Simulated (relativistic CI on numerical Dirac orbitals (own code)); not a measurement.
# One change at a time: As³⁰⁺

Base calculation: Dirac-Coulomb-Breit CI, KLI orbitals optimised for each configuration, a model potential for QED, unscaled Slater integrals.

Configuration list (outside the closed core 1s2): 2s, 2p, 3s, 3p, 3d, 4s, 4p, 4d, 4f, 5s, 5p, 5d, 5f, 5g, 6s, 6p, 6d. Levels of other configurations are missing.

Variants: (1) P86 correlation estimate; (2) configuration mixing switched off; (3) one mean potential for all configurations. Shifts of the energy above 2s 2S_1/2, in eV, for the lowest level and the first level of each name with at least 55 % of one term (blank where a level changes its place among those of its configuration and J or its character, or is not in the variant):

| Level | Base | Δ(1) | Δ(2) | Δ(3) |
| --- | --- | --- | --- | --- |
| 2s 2S_1/2 | 0.00 | 0.00 | 0.00 | 0.00 |
| 2p 2P°_1/2 | 64.36 | +0.03 | 0.00 | +0.06 |
| 2p 2P°_3/2 | 109.01 | +0.03 | 0.00 | +0.05 |
| 3s 2S_1/2 | 1914.45 | +0.09 | 0.00 | -0.01 |
| 3p 2P°_1/2 | 1932.33 | +0.09 | 0.00 | -0.01 |
| 3p 2P°_3/2 | 1945.55 | +0.09 | 0.00 | -0.01 |
| 3d 2D_3/2 | 1952.10 | +0.10 | 0.00 | -0.01 |
| 3d 2D_5/2 | 1956.27 | +0.10 | 0.00 | -0.01 |
| 4s 2S_1/2 | 2575.11 | +0.33 | 0.00 | -0.01 |
| 4p 2P°_1/2 | 2582.47 | +0.34 | 0.00 | -0.01 |
| 4p 2P°_3/2 | 2588.04 | +0.34 | 0.00 | -0.01 |
| 4d 2D_3/2 | 2590.76 | +0.38 | 0.00 | -0.01 |
| 4d 2D_5/2 | 2592.52 | +0.38 | 0.00 | -0.01 |
| 4f 2F°_5/2 | 2592.67 | +0.26 | 0.00 | -0.01 |
| 4f 2F°_7/2 | 2593.54 | +0.26 | 0.00 | -0.01 |
| 5s 2S_1/2 | 2878.47 | +0.48 | 0.00 | -0.01 |
| 5p 2P°_1/2 | 2882.19 | +0.49 | 0.00 | -0.01 |
| 5p 2P°_3/2 | 2885.03 | +0.49 | 0.00 | -0.01 |
| 5d 2D_3/2 | 2886.42 | +0.49 | 0.00 | -0.01 |
| 5d 2D_5/2 | 2887.32 | +0.49 | 0.00 | -0.01 |
| 5f 2F°_5/2 | 2887.40 | +0.46 | 0.00 | -0.01 |
| 5f 2F°_7/2 | 2887.85 | +0.46 | 0.00 | -0.01 |

At this charge energies of transitions that change n are usually good to better than 1 %, and those within a shell (Δn = 0) to a few per cent.

Ionisation energy from the two ground configurations alone: base 3411.38 eV; P86 correlation estimate 3412.36 eV. The NIST ASD value (theoretical) is 3411.64 eV.
